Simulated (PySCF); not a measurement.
**Question.** Write Cartesian coordinates for `C#C[C@H](F)CCF` as optimised with PBE0-D3(BJ)/def2-SVP.

**Answer.** 
```xyz
13
C5H6F2 angstrom
C      2.9349   -0.7420    0.0149
C      1.8724   -0.2093    0.2401
C      0.5817    0.4326    0.4784
F      0.4107    0.6694    1.8290
C     -0.5876   -0.4023   -0.0205
C     -1.9062    0.3088    0.1688
F     -1.9099    1.4821   -0.5501
H      3.8827   -1.2116   -0.1753
H      0.5654    1.4129   -0.0297
H     -0.5998   -1.3587    0.5262
H     -0.4336   -0.6314   -1.0865
H     -2.7417   -0.3200   -0.1807
H     -2.0636    0.5522    1.2320
```

Orientation and origin are arbitrary. Atoms count from 1 in this order. The C–C distances run from 1.210 Å (C1≡C2, drawn triple) to 1.521 Å (C3–C5, drawn single), a spread of 0.311 Å. Of the pairs four or more bonds apart, F7···H9 is among the closest relative to their van der Waals radii: 2.53 Å, 95 % of the sum of Bondi's values.

Bonds between heavy atoms (Å): C1≡C2 1.210, C2–C3 1.461, C3–F4 1.382, C3–C5 1.521, C5–C6 1.510, C6–F7 1.376.

Level of theory: PBE0-D3(BJ)/def2-SVP geometry optimisation, gas phase in PySCF 2.14.0.

Point group: C1 (no symmetry element, even within 0.4 Å). No PBE0-D3(BJ)/def2-SVP frequencies stand behind this structure, so it isn't proved a minimum. The numbers are those of one conformer (C2–C3–C5–C6 -177°, C3–C5–C6–F7 61°).
